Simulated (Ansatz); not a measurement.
The cluster Pt2H3⁻. Total charge -1; singlet. Geometry r2SCAN-D4/def2-TZVPD; atoms count from 1.

```xyz
5

Pt    0.942   -0.592   -0.529
Pt   -1.162    0.128    0.389
H    -0.694   -1.464   -0.441
H     2.208    0.364   -0.474
H    -1.293    1.564    1.054
```

In the def2 sets Pt takes a core potential; there is no spin–orbit coupling. The restricted singlet is unstable towards broken spin symmetry at other levels; at PBE0-D4/def2-TZVPD this wasn't settled. Another isomer (singlet) lies 0.73 eV lower at PBE0-D4/def2-TZVPD; other spin states weren't run for this one.

Question: Estimate the Mulliken populations from the PBE0/def2-TZVPD orbitals of Ansatz.

Answer: 
```
atom  charge (e)  d electrons
 Pt1       -0.41         8.94
 Pt2       -0.41         8.94
  H3       -0.12            –
  H4       -0.03            –
  H5       -0.03            –
```
Mulliken values depend strongly on the basis. With diffuse functions, as here, like atoms can get unlike values, and bond orders can come out too low or too high.

Question: And the Mayer bond orders between heavy atoms (over 0.3)?

Answer: Pt1–Pt2 1.15 (2.41 Å).
